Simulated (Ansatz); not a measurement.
Total energies of `C[SiH2][SiH2][SiH2][SiH2][SiH2][SiH2][SiH2][SiH2][SiH2]C` from Ansatz at PBE0-D4/def2-SVP, gas phase (1 Eh = 27.2114 eV = 2625.5 kJ/mol). The reference geometry is relaxed at r2SCAN-D4/def2-SVP.

```xyz
35

C     5.755   -0.317   -0.298
Si    4.761    1.048    0.545
Si    3.647    0.178    2.424
Si    2.445   -1.711    1.712
Si    1.224   -1.084   -0.195
Si   -0.006    0.867    0.259
Si   -1.307    1.424   -1.616
Si   -2.444   -0.526   -2.277
Si   -3.428   -1.437   -0.348
Si   -4.721    0.261    0.638
C    -5.889    1.008   -0.642
H     6.513   -0.730    0.388
H     6.276    0.065   -1.191
H     5.097   -1.141   -0.615
H     3.729    1.592   -0.396
H     5.653    2.183    0.944
H     2.693    1.180    2.998
H     4.628   -0.201    3.493
H     1.502   -2.202    2.766
H     3.399   -2.819    1.380
H     0.294   -2.175   -0.634
H     2.172   -0.807   -1.325
H     0.930    1.976    0.630
H    -0.905    0.605    1.430
H    -0.417    1.929   -2.710
H    -2.300    2.496   -1.282
H    -1.482   -1.474   -2.922
H    -3.515   -0.196   -3.273
H    -4.279   -2.620   -0.699
H    -2.351   -1.898    0.586
H    -3.786    1.312    1.156
H    -5.490   -0.278    1.805
H    -6.498    1.814   -0.201
H    -6.574    0.244   -1.044
H    -5.322    1.434   -1.486
```

```csv
state,geometry,energy (Eh)
charge 0 singlet,reference,-2694.06230
charge 1 doublet,reference,-2693.73434
charge 1 doublet,relaxed at r2SCAN-D4/def2-SVP,-2693.74325
charge -1 doublet,reference,-2694.03747
free C atom (triplet),–,-37.76066
free Si atom (triplet),–,-289.15194
free H atom (doublet),–,-0.50029
```

**Question.** Work out the vertical ionisation energy to the doublet.

**Answer.** E(charge 1 doublet) − E(charge 0 singlet) = -2693.73434 − (-2694.06230) = 0.32796 Eh = 8.92 eV. For comparison, −ε of the highest occupied level is 7.60 eV at this level, 1.32 eV less.

**Question.** Work out the vertical electron affinity, to the doublet.

**Answer.** E(charge 0 singlet) − E(charge -1 doublet) = -2694.06230 − (-2694.03747) = -0.02483 Eh = -0.68 eV; negative, so the extra electron isn't bound. The basis lacks diffuse functions, which makes affinities too small.

**Question.** Give the fundamental gap IE − EA, the Mulliken electronegativity (IE + EA)/2 and the hardness (IE − EA)/2.

**Answer.** From the values in Eh: IE − EA = 0.32796 − (-0.02483) = 0.35279 Eh = 9.60 eV; (IE + EA)/2 = 4.12 eV; (IE − EA)/2 = 4.80 eV. The HOMO–LUMO gap of the same run is 7.14 eV, 2.46 eV smaller than the fundamental gap.

**Question.** How much does the charge 1 doublet relax, and what is the adiabatic ionisation energy?

**Answer.** Relaxation: -2693.73434 − (-2693.74325) = 0.00891 Eh = 0.24 eV. Adiabatic ionisation energy: 0.31905 Eh = 8.68 eV, without zero-point energy. 

**Question.** What is the binding energy per atom against free atoms?

**Answer.** Atoms: 2 × (-37.76066) + 9 × (-289.15194) + 24 × (-0.50029) = -2689.89574 Eh. Binding: -2689.89574 − (-2694.06230) = 4.16656 Eh = 113.38 eV, or 3.24 eV for each of 35 atoms (no zero-point energy, no counterpoise term).

At PBE0-D4/def2-SVP the highest occupied level of the charge -1 doublet lies above zero (up to 1.91 eV). By energy differences it is unbound by 0.68 eV (vertical, against the charge 0 singlet, at PBE0-D4/def2-SVP) and held by the finite basis.
